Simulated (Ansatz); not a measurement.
Reaction (substitution at a C–C bond): `FCC(F)C(F)F` + CH₃OH → `COC(F)CF` + `FCF`

Program: Ansatz. Geometries: PBE0-D4/def2-TZVP. ΔE: electronic, gas phase. CCSD(T)/CBS is the MP2 limit (def2-TZVPP, def2-QZVPP) plus CCSD(T) − MP2 in def2-TZVPP, frozen cores. This one scheme is used for every species. Functionals use def2-TZVPP. HSE06 is defined as in plane-wave codes. Each species was taken in one conformer, which may not be the lowest.

| level | ΔE (kcal/mol) |
| --- | --- |
| revPBE-D4 | 0.5 |
| r2SCAN-D4 | 0.6 |
| B97M-V | 0.8 |
| r2SCANh-D4 | 0.7 |
| HSE06-D4 | 0.8 |
| ωB97X-V | 0.6 |
| SCS-MP2/def2-TZVPP | 0.3 |
| MP2/CBS(def2) | 1.4 |

**Question.** What does CCSD(T)/CBS give? (An estimate is asked.)

**Answer.** The calculation gave: +1.3 kcal/mol. The listed levels differ from it by -0.8, -0.7, -0.5, -0.6, -0.5, -0.7, -1.0, 0.1 kcal/mol.

Largest T1 diagnostic among the species: 0.011.

Leaving LDA and LC-ωPBE aside and taking each functional with its dispersion term where it has one, the values, not all of them listed here, spread over 1.6 kcal/mol, from BLYP-D4 to ωB97M-V. In def2-TZVPP, CCSD(T) changes the Hartree–Fock value by +1.9 kcal/mol (the triples alone add −0.1 kcal/mol) and MP2 by +2.1 kcal/mol.

CCSD(T)/CBS has its own doubt, a few kJ/mol and more with outer-core shells, so smaller differences from it don't rank the levels.
